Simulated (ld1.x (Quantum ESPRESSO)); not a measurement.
In (Z = 49): one change to a TM semilocal potential, before and after

* Element: indium (In)
* Generator: ld1.x (Quantum ESPRESSO) 7.5
* Type: norm-conserving Troullier–Martins (semilocal form)
* Functional: PBE
* Relativity: scalar-relativistic
* Frozen core: [Kr] 4d10
* Valence charge: 3
* Reference configuration: 5s2 5p0 (charge +1)
* Partial waves: 5p (bound, empty): rc 2.65 bohr; 5d channel at 0.25 Ry: rc 2.00 bohr; 5s (bound): rc 1.80 bohr
* Local potential: the s channel
* Core correction: none

All-electron outer shells of the reference configuration (PBE, scalar-relativistic, ld1.x):

```tsv
shell	level (eV)	outermost node (bohr)	outermost maximum (bohr)
5s	-14.92	1.02	2.11
5p	-8.43	1.14	2.64
```

Change: wave 5s (bound): rc 1.80 bohr becomes 5s (bound): rc 1.90 bohr.

Cutoffs: the cutoffs (Ry, on a coarse ladder) from which the occupation-weighted sum of valence levels, in a spherical-Bessel basis at the reference potential, stays within 10 and 1 mRy of its value at 400 Ry; they do not see the model core or the augmentation charge, which bear on the density cutoff. Errors are all-electron minus pseudo energies relative to the spin-unpolarised reference configuration.

Q: What does the change do?

A: The potential gets softer (21 Ry and 50 Ry → 18 Ry and 40 Ry); the errors of the 7 common tests hardly move; neither file shows a bound ghost. A larger radius leaves more room for a smooth pseudo-wave, so fewer plane waves are needed. A semilocal file is local in each channel, so a ghost entry of none says nothing of the separable form that plane-wave codes build from it.

| quantity | base | changed |
| --- | --- | --- |
| cutoff, loose | 21 Ry | 18 Ry |
| cutoff, tight | 50 Ry | 40 Ry |
| bound ghosts | none | none |
| error for 5s2 5p1, meV [ΔE -5.36 eV] | +43 | +42 |
| error for 5s1 5p0, meV [ΔE 19.23 eV] | +90 | +90 |
| error for 5s2 5p0.5, meV [ΔE -3.42 eV] | +15 | +14 |
| error for 5s2 5p1.3, meV [ΔE -5.90 eV] | +59 | +59 |
| error for 5s0 5p3, meV [ΔE 6.58 eV] | +241 | +236 |
| error for 5s1 5p1, meV [ΔE 6.59 eV] | +39 | +39 |
| error for 5s1 5p2, meV [ΔE 0.48 eV] | +108 | +106 |
| s: phases at 2.90 bohr within 0.05 rad from the reference energy up to (Ry; the scan ends near 5) | 1.3 | 1.5 |
| p: phases at 2.90 bohr within 0.05 rad from the reference energy up to (Ry; the scan ends near 5) | 2.2 | 2.2 |
| d: phases at 2.90 bohr within 0.05 rad from the reference energy up to (Ry; the scan ends near 5) | 0.3 | 0.3 |
